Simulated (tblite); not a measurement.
Species: CHF₂O₃S (doublet state).
Cartesian coordinates in Å at the GFN2-xTB level; atoms count from 1:
```xyz
8
CHF2O3S angstrom
O     -1.1278   -0.5147   -1.0126
S     -0.6407   -0.0532    0.2487
O     -1.2475   -0.4495    1.4613
O     -0.5416    1.5272    0.1994
C      1.1390   -0.4806    0.2723
F      1.3086   -1.7882    0.3933
F      1.6720   -0.0816   -0.8820
H     -0.5530    1.8500   -0.7049
```

All values are computed: GFN2-xTB (tblite) harmonic vibrations without scaling, gas phase. This tight-binding method is rough: wavenumbers can miss measured ones by several per cent, in bad cases by 10 to 20. One conformer, not necessarily the lowest. Open shells enter through the occupations alone, without spin polarisation, and single modes of such species can be off by tens of per cent.

Harmonic wavenumbers (cm⁻¹): 38.1, 130.2, 169.9, 264.8, 285.0, 327.4, 394.5, 442.3, 478.0, 498.0, 657.6, 767.0, 871.2, 1113.2, 1142.0, 1187.4, 1317.3, 3566.7.

A = 3501, B = 2075, C = 1731 MHz; mass 130.961 u (most abundant isotopes); point group C1, symmetry number 1; spin multiplicity 2.

Question: Zero-point energy?

Answer: ½Σν̃ = 6825 cm⁻¹ = 81.65 kJ/mol.

Question: Give the ideal-gas entropy at 350 K and 1 bar in the rigid-rotor, harmonic-oscillator model (classical rotation).

Answer: Translation 172.99, rotation 117.63, vibration 94.21, spin (R ln 2) 5.76: S = 390.6 J/(mol K).

Question: And Cp and H(350 K) − H(0)?

Answer: Cp = 122.70 J/(mol K), of which vibrations give 89.44 (their classical limit is 18 R = 149.7); H(350 K) − H(0) = 28.78 kJ/mol without the zero-point energy, 17.14 from vibrations.

Question: What must be added to the electronic energy to get the Gibbs energy at 350 K and 1 bar?

Answer: ZPE + [H(350 K) − H(0)] − T·S = 81.65 + 28.78 − 136.71 = -26.28 kJ/mol.

Question: Blend soft modes into free rotors: weight 1/[1 + (100 cm⁻¹/ν̃)⁴] for the oscillator and the rest for a rotor with moment μB/(μ + B), μ = h/(8π²ν), B = 10⁻⁴⁴ kg m². What vibrational entropy results?

Answer: 86.64 J/(mol K) in place of 94.21, which changes −T·S at 350 K by +2.65 kJ/mol.

Question: Which modes carry the vibrational entropy at 350 K?

Answer: 38.1 cm⁻¹: 23.74; 130.2 cm⁻¹: 13.61; 169.9 cm⁻¹: 11.47; 264.8 cm⁻¹: 8.01; 285.0 cm⁻¹: 7.46; 327.4 cm⁻¹: 6.45 J/(mol K); the other 12 give 23.48 together.

Question: How do the functions run with temperature in this model?

Answer: 
```
T (K)  S (J/(mol K))  Cp (J/(mol K))  H − H(0) (kJ/mol)  G − H(0) (kJ/mol)  ln q(vib)
  100          277.5            62.0               4.63             -23.12       1.18
  200          330.4            92.6              12.44             -53.65       2.85
  300          372.3           114.3              22.85             -88.85       4.59
  500          437.7           140.9              48.66            -170.18       7.86
  800          508.4           158.8              94.02            -312.72      12.06
 1000          544.6           164.8             126.44            -418.13      14.44
```

q(vib) and H(0) count from the zero-point level.

Hindered rotation and anharmonicity are outside this model. Other conformers, if any are populated, would add a mixing term that is left out. The structure is chiral; the term R ln 2 for an equal mix with its mirror image is left out.
